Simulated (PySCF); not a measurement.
C₂H₆Sb (SMILES [CH3][Sb+][CH3]), charge +1, singlet, at a GFN2-xTB geometry (core potentials on Sb); PySCF with B3LYP5/def2-SVPD.

The PySCF input:
```python
from pyscf import gto, scf, dft

mol = gto.Mole()
mol.atom = '''
    Sb    0.252956    0.065450    0.313855
    C     0.539798    0.019242   -1.835430
    H     0.496103   -1.020155   -2.157190
    H     1.506764    0.438301   -2.101796
    H    -0.260655    0.578732   -2.316465
    C    -1.869240   -0.363222    0.185924
    H    -2.029907   -1.171392   -0.525551
    H    -2.371777    0.534843   -0.170054
    H    -2.264616   -0.634387    1.161491
'''
mol.basis = 'def2-svpd'
mol.ecp = {'Sb': 'def2-svpd'}
mol.charge = 1
mol.spin = 0
mol.verbose = 4
mol.build()

mf = dft.RKS(mol)
mf.xc = 'b3lyp5'
mf.kernel()
```

Output, abridged:

```
PySCF version 2.14.0

[INPUT] verbose = 4
[INPUT] num. atoms = 9
[INPUT] num. electrons = 40
[INPUT] charge = 1
[INPUT] spin (= nelec alpha-beta = 2S) = 0
[INPUT] symmetry False subgroup None
[INPUT] Mole.unit = angstrom
[INPUT] Symbol           X                Y                Z      unit          X                Y                Z       unit  Magmom
[INPUT]  1 Sb     0.252956000000   0.065450000000   0.313855000000 AA    0.478017561565   0.123682574853   0.593099992825 Bohr   0.0
[INPUT]  2 C      0.539798000000   0.019242000000  -1.835430000000 AA    1.020070382588   0.036362110089  -3.468460020810 Bohr   0.0
[INPUT]  3 H      0.496103000000  -1.020155000000  -2.157190000000 AA    0.937498799575  -1.927813554606  -4.076498298651 Bohr   0.0
[INPUT]  4 H      1.506764000000   0.438301000000  -2.101796000000 AA    2.847371294354   0.828268850123  -3.971818809706 Bohr   0.0
[INPUT]  5 H     -0.260655000000   0.578732000000  -2.316465000000 AA   -0.492566562999   1.093644979522  -4.377484427141 Bohr   0.0
[INPUT]  6 C     -1.869240000000  -0.363222000000   0.185924000000 AA   -3.532351661082  -0.686390102417   0.351345439984 Bohr   0.0
[INPUT]  7 H     -2.029907000000  -1.171392000000  -0.525551000000 AA   -3.835968288337  -2.213610064507  -0.993147454491 Bohr   0.0
[INPUT]  8 H     -2.371777000000   0.534843000000  -0.170054000000 AA   -4.482008958543   1.010706789641  -0.321355486387 Bohr   0.0
[INPUT]  9 H     -2.264616000000  -0.634387000000   1.161491000000 AA   -4.279504017308  -1.198817686984   2.194899886147 Bohr   0.0

nuclear repulsion = 126.107823617432
number of shells = 52
number of NR pGTOs = 187
number of NR cGTOs = 120
basis = def2-svpd
ecp = {'Sb': 'def2-svpd'}

******** <class 'pyscf.dft.rks.RKS'> ********
method = RKS
initial guess = minao
damping factor = 0
level_shift factor = 0
DIIS = <class 'pyscf.scf.diis.CDIIS'>
diis_start_cycle = 1
diis_space = 8
diis_damp = 0
SCF conv_tol = 1e-09
SCF conv_tol_grad = None
SCF max_cycles = 50
direct_scf = True
direct_scf_tol = 1e-13
XC library pyscf.dft.libxc version 7.1.2
    S. Lehtola, C. Steigemann, M. J. T. Oliveira, and M. A. L. Marques,  SoftwareX 7, 1–5 (2018)
XC functionals = b3lyp5
    P. A. M. Dirac,  Math. Proc. Cambridge Philos. Soc. 26, 376 (1930)
    F. Bloch,  Z. Phys. 57, 545 (1929)
    A. D. Becke,  Phys. Rev. A 38, 3098 (1988)
    C. Lee, W. Yang, and R. G. Parr,  Phys. Rev. B 37, 785 (1988)
    B. Miehlich, A. Savin, H. Stoll, and H. Preuss,  Chem. Phys. Lett. 157, 200 (1989)
    S. H. Vosko, L. Wilk, and M. Nusair,  Can. J. Phys. 58, 1200 (1980)
radial grids:
    Treutler-Ahlrichs [JCP 102, 346 (1995); DOI:10.1063/1.469408] (M4) radial grids

becke partition: Becke, JCP 88, 2547 (1988); DOI:10.1063/1.454033
pruning grids: <function nwchem_prune>
grids dens level: 3
symmetrized grids: False
atomic radii adjust function: <function treutler_atomic_radii_adjust>
small_rho_cutoff = 0
Set gradient conv threshold to 3.16228e-05
Initial guess from minao.
tot grids = 109048
init E= -294.190893644361
  HOMO = -0.765180352105029  LUMO = -0.757962801928155  gap/eV = 0.19640
cycle= 1 E= -317.28154364317  delta_E= -23.1  |g|= 2.91  |ddm|= 12.2
  HOMO = -0.256847169849491  LUMO = -0.214151217494937  gap/eV = 1.16182
cycle= 2 E= -315.201647842036  delta_E= 2.08  |g|= 3.68  |ddm|= 12.2
  HOMO = -0.452663635912346  LUMO = -0.359365549376172  gap/eV = 2.53877
cycle= 3 E= -319.622583944319  delta_E= -4.42  |g|= 0.28  |ddm|= 8.37
  HOMO = -0.488478926876704  LUMO = -0.370242570842702  gap/eV = 3.21738
cycle= 4 E= -319.625392192022  delta_E= -0.00281  |g|= 0.273  |ddm|= 0.76
  HOMO = -0.471651823235547  LUMO = -0.360552924127735  gap/eV = 3.02316
cycle= 5 E= -319.647251601063  delta_E= -0.0219  |g|= 0.046  |ddm|= 0.34
  HOMO = -0.476225095521162  LUMO = -0.362369085852496  gap/eV = 3.09818
cycle= 6 E= -319.647818495822  delta_E= -0.000567  |g|= 0.0071  |ddm|= 0.0669
  HOMO = -0.475929480175317  LUMO = -0.361795096390546  gap/eV = 3.10575
cycle= 7 E= -319.647835969864  delta_E= -1.75e-05  |g|= 0.000532  |ddm|= 0.012
  HOMO = -0.475932481395962  LUMO = -0.361798545370991  gap/eV = 3.10574
cycle= 8 E= -319.647836060714  delta_E= -9.08e-08  |g|= 0.000198  |ddm|= 0.00102
  HOMO = -0.475954885325317  LUMO = -0.361829953477702  gap/eV = 3.10550
cycle= 9 E= -319.647836075929  delta_E= -1.52e-08  |g|= 3.48e-05  |ddm|= 0.000328
  HOMO = -0.4759551077307  LUMO = -0.361831414396278  gap/eV = 3.10546
cycle= 10 E= -319.647836076177  delta_E= -2.48e-10  |g|= 2.76e-05  |ddm|= 9.04e-05
  HOMO = -0.47595429284039  LUMO = -0.361831035710669  gap/eV = 3.10545
Extra cycle  E= -319.647836075808  delta_E= 3.69e-10  |g|= 4.49e-05  |ddm|= 7.53e-05
converged SCF energy = -319.647836075808
```
